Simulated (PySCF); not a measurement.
Pt⁺: ionisation energy

Pt⁺ [Xe] 4f14 5d9 (2D) → Pt²⁺ [Xe] 4f14 5d8 (3F), as a difference of total energies. Computed with PySCF 2.14 in def2-QZVPPD with the def2 core potential (60 electrons) (7s5p4d4f2g, 88 functions), with a scalar-relativistic core potential. Correlated levels: valence: 5s2 5p6 frozen. The calculations carry no spin-orbit coupling.

```tsv
method	ionisation energy (eV)
UHF	16.919
MP2 (valence)	18.764
SCS-MP2 (valence)	18.651
CCSD (valence)	18.516
CCSD(T) (valence)	18.654
```

Question: How much does correlation contribute at CCSD(T) (valence)?

Answer: 18.654 − (16.919) = 1.735 eV, measured against UHF.

The reference lies between the lowest fine-structure levels, while these numbers refer to the centres of the terms.

Errors of the correlated levels include the incompleteness of this basis and the frozen core.

For comparison: 18.56 ± 0.12 eV (measured; NIST Atomic Spectra Database, ionization energies).
